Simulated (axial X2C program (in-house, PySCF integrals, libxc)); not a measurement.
# Levels of GaCl⁻ by electron attachment to GaCl (EOM-EA-CCSD)

Computed with an axial X2C code built on PySCF integrals: two-component X2C with atomic mean-field Coulomb and Gaunt terms, Gaussian nuclei, basis Ga dyall-acv3z, Cl dyall-av3z with contracted cores.

R = 2.223 Å (near the PBE0 minimum at charge 0 of the determinant lowest at the starting distance; the state shown can have its own minimum elsewhere).

Hartree–Fock spinors of GaCl (one of each Kramers pair; a window near the gap, which can cut inner shells):

| ω | occupied | ε (eV) | character |
| --- | --- | --- | --- |
| 3/2 | yes | -32.19 | 100% Ga d |
| 1/2 | yes | -28.52 | 75% Cl s, 9% Ga d, 7% Ga p |
| 1/2 | yes | -14.77 | 63% Cl p, 29% Ga s, 3% Cl s |
| 1/2 | yes | -12.05 | 87% Cl p, 5% Ga d, 4% Ga f |
| 3/2 | yes | -11.96 | 87% Cl p, 5% Ga d, 4% Ga f |
| 1/2 | yes | -9.72 | 44% Ga s, 25% Cl p, 24% Ga p |
| 1/2 | no | 0.36 | 89% Ga p, 4% Cl p, 4% Ga d |
| 3/2 | no | 0.38 | 90% Ga p, 4% Cl p, 3% Ga d |
| 1/2 | no | 0.59 | 77% Ga p, 21% Ga s |
| 1/2 | no | 0.97 | 73% Ga s, 19% Ga p, 3% Ga d |
| 1/2 | no | 1.18 | 88% Ga p, 5% Ga d, 4% Cl d |
| 3/2 | no | 1.21 | 87% Ga p, 5% Ga d, 5% Cl d |

Levels of GaCl⁻ obtained by attaching an electron to GaCl:

```csv
Ω,binding energy (eV),above lowest (cm⁻¹),attached spinor,one-particle weight
1/2,0.014,0,83% Ga pπ,0.96
3/2,-0.023,300,"83% Ga pπ, 6% Cl pπ",0.97
1/2,-0.490,4066,"74% Ga pσ, 23% Ga sσ",0.99
1/2,-0.803,6589,"70% Ga sσ, 20% Ga pσ",0.99
1/2,-0.892,7307,95% Ga pπ,0.98
3/2,-0.911,7464,95% Ga pπ,0.98
1/2,-2.073,16833,"56% Ga pσ, 25% Ga dσ, 8% Cl sσ",0.97
```

Question: What is the splitting of the first π pair in the table, and is it regular or inverted?

Answer: E(3/2) − E(1/2) = 300 − 0 = 300 cm⁻¹ at EOM-EA-CCSD: regular, Ω = 1/2 lower. Splittings at this level can be off by ten to twenty per cent.

Negative binding energies belong to unbound states, resonances or levels that the basis set holds; within some tenths of an eV of zero the sign is not settled.

This point took 17 s on 1 thread of Intel(R) Xeon(R) Processor @ 2.30GHz, with other jobs on the host.

Reference electrons by ω block (each with its −ω partner): 1/2: 17, 3/2: 6, 5/2: 1. 10 electrons of GaCl correlated (inner shells frozen), 92 natural virtual spinors (a truncated set); levels can be off by some tenths of an eV. Roots sought by Ω: (1/2: 5, 3/2: 4, 5/2: 2, 7/2: 1); rows need 60 % one-particle weight and stop where some Ω has no more roots. Missing are any skipped roots, higher Ω and states of a further excitation; these come out far too high here and may in truth be low or lowest. T1 of the reference 0.011 (Lee–Taylor). Number of frozen shells: Ga 3 s, 2 p, 1 d; Cl 2 s, 1 p.
